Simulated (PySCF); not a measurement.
Species: C₂H₇ClOSi.
Numbering: `[CH3:1][C@@H:2]([Cl:3])[SiH2:4][OH:5]` (hydrogens: H6, H7, H8 on C1; H9 on C2; H10, H11 on Si4; H12 on O5)

Computed, not measured: core-valence-separated Tamm–Dancoff BHandHLYP/aug-pcX-1 (pcseg-1 on H, def2-SVPD on Si, def2-SVPD on Cl) in PySCF, non-relativistic, gas phase, PBE0-D3(BJ)/def2-SVP geometry. BHandHLYP without relativity tends to put these K edges a few eV too low, so spacings mean more than positions.

Question: List the carbon K-edge absorption lines.

Answer: 
| E (eV) | f | core hole on | main final orbital |
| --- | --- | --- | --- |
| 284.24 | 0.0683 | C2 | spread |
| 285.64 | 0.0079 | C1 | LUMO (72 %) |
| 286.20 | 0.0090 | C1 | spread |
| 286.57 | 0.0486 | C1 | spread (2 roots, f summed) |
| 286.96 | 0.0149 | C1 | spread |
| 287.01 | 0.0196 | C2 | LUMO+1 (34 %) |
| 287.47 | 0.0040 | C1 | LUMO+5 (49 %) |
| 287.62 | 0.0054 | C2 | LUMO (55 %) |
| 287.98 | 0.0098 | C1 | spread |
| 288.27 | 0.0277 | C2 | LUMO+6 (33 %) |

The first line with a tenth or more of the strongest one's intensity is at 284.24 eV (f = 0.068), with the hole on C2 (sp3 C–Cl carbon). It is also the strongest listed.

Question: Give energies, oscillator strengths and core holes at the O K edge.

Answer: 
```
E (eV)       f  core hole on  main final orbital
532.13  0.0123            O5         LUMO (33 %)
533.46  0.0263            O5              spread
534.04  0.0145            O5       LUMO+2 (47 %)
534.55  0.0133            O5              spread
534.69  0.0010            O5       LUMO+1 (44 %)
534.95  0.0088            O5              spread
535.18  0.0008            O5              spread
```

The first line with a tenth or more of the strongest one's intensity is at 532.13 eV (f = 0.012), with the hole on O5 (silanol oxygen). The strongest listed is at 533.46 eV (f = 0.026; O5).

Roots within 0.03 eV whose holes lie on the same, on equivalent or on shared atoms are summed into one line, and the highest roots are left out, as the search may have cut off their partners. Final orbitals are the ground state's empty Kohn–Sham orbitals.

Question: What length of transition dipole belongs to the line at 284.24 eV?

Answer: From f = (2/3) ΔE |μ|² in atomic units, with ΔE = 10.446 Eh and f = 0.0683: |μ| = 0.099 au = 0.25 D.

The list ends where the root search ended, not at a threshold.

The run took about 30 s of CPU time (one thread, shared machine).

The values belong to the conformer `[CH3:1][C@@H:2]([Cl:3])[SiH2:4][OH:5]`: C1–C2–Si4–O5 -173°, H–O5–Si4–C2 46°.
